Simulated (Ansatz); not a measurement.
(ClZn-mu-H)2 (Zn2H2Cl2). Total charge 0; singlet. Geometry PBE-D4/def2-SVP, basis def2-TZVP, Ansatz.

| run | HOMO (eV) | LUMO (eV) |
| --- | --- | --- |
| A | -10.72 | -0.49 |
| B | -11.04 | -0.37 |
| C | -7.39 | -2.78 |
| D | -10.56 | -0.75 |
| E | -9.72 | -1.45 |
| F | -11.47 | 0.20 |

LC-ωPBE has ω = 0.4 bohr⁻¹.

Q: The runs used CAM-B3LYP, HF, LC-ωPBE, r2SCAN, ωB97M-V, ωB97X-V. Estimate which is which.

A: A ωB97X-V (range-separated); B LC-ωPBE (range-separated); C r2SCAN (0 % exact exchange); D ωB97M-V (range-separated); E CAM-B3LYP (range-separated); F HF (100 % exact exchange). Exact exchange lowers occupied and raises empty levels; among semilocal functionals meta-GGAs tend to open the gap a little, and such runs are hard to tell apart. The gap grows from 4.62 eV (r2SCAN) to 11.67 eV (HF).
